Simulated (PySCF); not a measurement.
C4H8Si.
SMILES: `C1[SiH2]CC=C1`

Theory: wB97X-D/def2-SVPD in PySCF (dipole) on a GFN2-xTB geometry, gas phase.

Masses are those of the commonest isotopes; rigid-rotor values at the optimised geometry. 

**Question.** What are A, B and C (MHz)?

**Answer.** Ia = 82.67, Ib = 114.22, Ic = 184.91 u·Å²; 505379 MHz·u·Å²/I gives A = 6114, B = 4425, C = 2733 MHz.

**Question.** Classify the top.

**Answer.** An asymmetric top: κ = (2 × 4425 − 6114 − 2733)/(6114 − 2733) = 0.00.

**Question.** Is it planar, by Δ = Ic − Ia − Ib?

**Answer.** Not planar: Δ = Ic − Ia − Ib = -11.98 u·Å². For a rigid frame Δ = −2 Σ m c², so Σ m c² = 5.99 u·Å² lies off the ab plane, practically all of it from hydrogen. The atom farthest from that plane is 1.21 Å away.

**Question.** Where do the levels up to J = 5 lie, in MHz?

**Answer.** Above 0(0,0):
J = 1: 1(0,1) 7158, 1(1,1) 8847, 1(1,0) 10538
J = 2: 2(0,2) 20688, 2(1,2) 21471, 2(1,1) 26546, 2(2,1) 31612, 2(2,0) 32398
J = 3: 3(0,3) 39733, 3(1,3) 39991, 3(1,2) 49881, 3(2,2) 53086, 3(2,1) 56301, 3(3,1) 66175, 3(3,0) 66435
J = 4: 4(0,4) 64096, 4(1,4) 64165, 4(1,3) 79538, 4(2,3) 81073, 4(2,2) 88487, 4(3,2) 95882, 4(3,1) 97425, 4(4,1) 112778, 4(4,0) 112848
J = 5: 5(0,5) 93852, 5(1,5) 93869, 5(1,4) 114589, 5(2,4) 115150, 5(2,3) 128102, 5(3,3) 132719, 5(3,2) 137356, 5(4,2) 150280, 5(4,1) 150846, 5(5,1) 171544, 5(5,0) 171561
The levels of one J sum to (2J + 1)J(J + 1)(A + B + C)/3.

**Question.** Which types of transition are allowed, and where do some lines up to J = 3 fall?

**Answer.** The dipole components are |μa| = 0.16 D, |μb| = 0.00 D, |μc| = 0.00 D; the symmetry axis of this C2v structure is a, so μb and μc vanish by symmetry and there are no b-type or c-type lines. Some lines, for components of 0.1 D or more:

```csv
type,branch,"J(Ka,Kc)",MHz,lower level (cm⁻¹)
a,Q,"2(2,0) ← 2(2,1)",786,1.054
a,Q,"1(1,0) ← 1(1,1)",1692,0.295
a,Q,"3(2,1) ← 3(2,2)",3215,1.771
a,Q,"2(1,1) ← 2(1,2)",5075,0.716
a,R,"1(0,1) ← 0(0,0)",7158,0.000
a,Q,"3(1,2) ← 3(1,3)",9890,1.334
a,R,"2(1,2) ← 1(1,1)",12624,0.295
a,R,"2(0,2) ← 1(0,1)",13530,0.239
a,R,"2(1,1) ← 1(1,0)",16008,0.352
a,R,"3(1,3) ← 2(1,2)",18520,0.716
a,R,"3(0,3) ← 2(0,2)",19045,0.690
a,R,"3(2,2) ← 2(2,1)",21474,1.054
a,R,"3(1,2) ← 2(1,1)",23335,0.885
a,R,"3(2,1) ← 2(2,0)",23903,1.081
```

**Question.** Estimate the classical rotational partition function at 25 K, 50 K and 200 K.

**Answer.** Point group C2v, symmetry number σ = 2; q = (√π/σ)·√((kT/h)³/(ABC)), k/h = 20836.6 MHz/K: 1230 at 25 K, 3470 at 50 K, 27700 at 200 K.

Not checked by GFN2-xTB frequencies. Zero-point vibration and centrifugal distortion are left out.

Time: 16 s. Hardware: an x86-64 server with one thread, shared host. This is the wB97X-D/def2-SVPD job that gave the dipole, with the excitations it also computed.
